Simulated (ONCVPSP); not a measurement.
**Cutoff test, argon, ONCV**

argon (Ar), optimised norm-conserving Vanderbilt (ONCV), made with ONCVPSP 4.0.1 (PBE, scalar-relativistic). Core [He], reference 2s2 2p6 3s2 3p6. Waves: 2s+3s: rc 0.60 bohr, ncon 5, nbas 8, qcut 19.9 1/bohr, 2 projectors; 2p+3p: rc 0.65 bohr, ncon 3, nbas 8, qcut 18.2 1/bohr, 2 projectors; d scattering state at 0.18 Ha: rc 0.50 bohr, ncon 3, nbas 7, qcut 16.6 1/bohr, 2 projectors, debl 1.4 Ha. Local part: polynomial inside 0.45 bohr (lpopt 5, dvloc0 0 Ha). Core correction: Teter function, fcfact 2.75, rcfact 1.35.

Problem. For each optimised wave give the share of its norm inside rc, the residual kinetic energy above qcut (Ha) and the cutoffs (Ha) for errors of 10, 1, 0.1 and 0.01 mHa per electron.

Solution.

```tsv
wave	norm inside rc	residual KE	10 mHa	1 mHa	0.1 mHa	0.01 mHa
2s	0.863	1.4e-04	131.9	168.4	210.0	457.5
3s	0.048	4.5e-05	99.3	149.8	185.3	308.0
2p	0.916	2.5e-04	131.9	152.5	308.9	891.9
3p	0.040	1.3e-04	118.1	145.6	169.9	510.2
d projector 1	0.001	2.1e-05	22.0	59.8	105.8	162.7
d projector 2	0.011	1.9e-04	59.2	105.3	151.8	867.0
```

The occupied waves need 168 Ha and 309 Ha for 1 and 0.1 mHa. Rows with under 1 % of the norm inside rc give no meaningful cutoff. Its largest configuration-test error is -414 meV.
